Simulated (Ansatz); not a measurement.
Hg2O3⁻. The state is a doublet with charge -1. Geometry PBE0-D4/def2-SVPD; atoms count from 1.

Cartesian coordinates in Å:
```
Hg -0.959 -2.665 -2.586
Hg -0.057 0.010 0.379
O -0.134 -1.697 -0.473
O 1.162 2.451 1.348
O -0.013 1.901 1.332
```

In the def2 sets Hg takes a core potential; there is no spin–orbit coupling. The structure holds 1 bond(s) between oxygen atoms. Another isomer (doublet) lies 0.02 eV lower at PBE-D4/def2-TZVPD; other spin states weren't run for this one.

(1) Estimate the Mulliken populations from the PBE0/def2-TZVPD orbitals of Ansatz.

(2) Where does the spin sit?

(3) And the Mayer bond orders between bonded heavy atoms (over 0.3)?

Answers

(1) 
```
atom  charge (e)  spin (α − β)  d electrons
 Hg1       -0.09          0.00         9.99
 Hg2        0.37          0.00         9.77
  O3       -0.69         -0.01            –
  O4       -0.28          0.64            –
  O5       -0.30          0.38            –
```
Mulliken values and Mayer orders depend strongly on the basis. With diffuse functions, as here, like atoms can get unlike values, and bond orders can come out too low or too high.

(2) Summed by element: Hg -0.01, O 1.01, of 1 unpaired in all. Largest on single atoms: O4 0.64, O5 0.38, O3 -0.01.

(3) Hg2–O3 0.85 (1.91 Å); O4–O5 1.13 (1.30 Å).
